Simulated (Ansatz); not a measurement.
Energy needed to pull apart CHClSi2 (SMILES Cl[Si]1=[Si]=C1), closed shell, into free ground-state atoms, from the structure below (displaced at random from a GFN2-xTB minimum); no zero-point or spin–orbit terms; open-shell atoms are treated unrestricted, in their ground-state multiplicity.

```xyz
5
angstrom
Cl -2.0361 -1.5639 0.8077
Si -1.0828 -0.0558 -0.3419
Si 0.6246 1.5460 -1.3366
C 0.7934 0.2330 0.0503
H 1.6655 -0.2293 0.7524
```

Ansatz 0.2.0; basis: def2-TZVPP; cores frozen in the correlated methods.

```json
{"method": "PBE-D4", "atomization energy (kcal/mol)": "407.3"}
{"method": "r2SCAN-D4", "atomization energy (kcal/mol)": "392.1"}
{"method": "PBE0-D4", "atomization energy (kcal/mol)": "?"}
{"method": "r2SCANh-D4", "atomization energy (kcal/mol)": "?"}
{"method": "BHLYP-D4", "atomization energy (kcal/mol)": "364.9"}
{"method": "wB97M-V", "atomization energy (kcal/mol)": "391.5"}
{"method": "HF", "atomization energy (kcal/mol)": "250.9"}
{"method": "MP2", "atomization energy (kcal/mol)": "386.9"}
{"method": "CCSD", "atomization energy (kcal/mol)": "358.5"}
{"method": "CCSD(T)", "atomization energy (kcal/mol)": "373.4"}
```

**Question.** What does PBE0-D4 give? (Judge from chemistry; the value comes from the calculation.)

**Answer.** By the calculation: 391.1 kcal/mol, which is about 17.7 kcal/mol more than CCSD(T)/def2-TZVPP.

**Question.** What does r2SCANh-D4 give? (Judge from chemistry; the value comes from the calculation.)

**Answer.** Computed: 386.6 kcal/mol, which is about 13.1 kcal/mol more than CCSD(T)/def2-TZVPP.

In triple zeta the MP2 and coupled-cluster atomization energies are still short of their basis limit by a few kcal/mol a bond, whereas those of the functionals are nearly converged, so these differences are not deviations from converged CCSD(T).

T1 diagnostic: at most 0.018. The restricted Hartree–Fock reference is unstable towards an unrestricted one here.

For scale, one of the runs: CCSD(T)/def2-TZVPP forces, 171 basis functions (an equivalent command: `ansatz run in.yaml --threads 4`). Time: 69 s of wall clock on 4 CPU threads; the host was shared. Peak host memory: 2.4 GiB.
